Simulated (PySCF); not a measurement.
Dissociation curve of KCl, singlet. Each curve is given relative to its own lowest point near equilibrium.

```json
[
 {"R / Å": "2.13", "A": "65.4", "B": "69.7", "C": "77.0"},
 {"R / Å": "2.31", "A": "23.7", "B": "25.9", "C": "30.0"},
 {"R / Å": "2.40", "A": "12.3", "B": "13.8", "C": "16.7"},
 {"R / Å": "2.50", "A": "4.7", "B": "5.6", "C": "7.4"},
 {"R / Å": "2.58", "A": "1.4", "B": "1.9", "C": "3.0"},
 {"R / Å": "2.68", "A": "0.0", "B": "0.0", "C": "0.3"},
 {"R / Å": "2.79", "A": "0.9", "B": "0.4", "C": "0.0"},
 {"R / Å": "2.85", "A": "2.1", "B": "1.4", "C": "0.7"},
 {"R / Å": "2.97", "A": "5.7", "B": "4.6", "C": "3.2"},
 {"R / Å": "3.08", "A": "9.9", "B": "8.4", "C": "6.6"},
 {"R / Å": "3.36", "A": "22.2", "B": "20.1", "C": "17.4"},
 {"R / Å": "3.63", "A": "34.3", "B": "31.9", "C": "28.5"},
 {"R / Å": "4.07", "A": "52.2", "B": "49.7", "C": "45.6"},
 {"R / Å": "4.46", "A": "65.7", "B": "63.5", "C": "58.8"},
 {"R / Å": "4.80", "A": "75.9", "B": "73.9", "C": "68.7"},
 {"R / Å": "5.34", "A": "89.5", "B": "87.9", "C": "82.1"},
 {"R / Å": "5.95", "A": "101.8", "B": "100.5", "C": "94.1"},
 {"R / Å": "6.50", "A": "110.4", "B": "109.5", "C": "102.7"},
 {"R / Å": "7.26", "A": "119.3", "B": "119.0", "C": "112.0"},
 {"R / Å": "8.00", "A": "125.7", "B": "—", "C": "119.0"}
]
```

Energies in mEh.

**Question.** Which curve belongs to which method? The methods are RHF/def2-TZVP (PySCF); PySCF with CCSD(T) on UHF/def2-TZVP, 10 core orbitals frozen; PySCF with unrestricted M06-2X/def2-TZVP.

**Answer.** A is UKS-M06-2X; B is UCCSD(T); C is RHF.

A dash means that the run gave no value there, or that the column was ended at a point which the program doubted or which failed a test of continuity chosen for this set; such a test can also cut sound points.

The restricted form behind RHF keeps the bonding electrons paired and can't separate into open-shell fragments. The unrestricted determinant behind UCCSD(T) is spin-contaminated at 8.00 Å (<S²> up to 1.0, against 0.00 for a pure singlet). The unrestricted determinant behind UKS-M06-2X is spin-contaminated at 8.00 Å (<S²> up to 0.1, against 0.00 for a pure singlet). At the longest distance UKS-M06-2X leaves fractional charges on the fragments, a sign of delocalisation error or of the restricted form.
